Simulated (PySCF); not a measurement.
Working out the ionisation energy of Se⁺

Se⁺ [Ar] 3d10 4s2 4p3 (4S) → Se²⁺ [Ar] 3d10 4s2 4p2 (3P). Computed with PySCF 2.14 in aug-cc-pVQZ-DK, with the spin-free X2C one-electron Hamiltonian (Gaussian nucleus). Frozen: [Ar] 3d10. Energies in hartree (1 hartree = 27.21139 eV):

```
             part   Se⁺ (lower)  Se²⁺ (upper)
              UHF  -2427.758495  -2426.992671
MP2 opposite-spin     -0.060076     -0.051191
    MP2 same-spin     -0.020817     -0.009705
```

What does Hartree-Fock give?

(-2426.992671) − (-2427.758495) = 0.765824 hartree = 20.839 eV.

What do MP2 and SCS-MP2 (6/5 opposite-spin, 1/3 same-spin) give?

The opposite-spin parts differ by 0.242 eV and the same-spin parts by 0.302 eV. MP2: 20.839 + (0.242) + (0.302) = 21.383 eV. SCS-MP2: 20.839 + 1.2 × (0.242) + (0.302)/3 = 21.230 eV.

A first-order spin-orbit estimate adds -0.298 eV to MP2 (valence), giving 21.085 eV against 21.196 ± 0.01 eV (measured; NIST Atomic Spectra Database, ionization energies).

What remains against the reference includes basis incompleteness, the frozen core and correlation beyond second order.
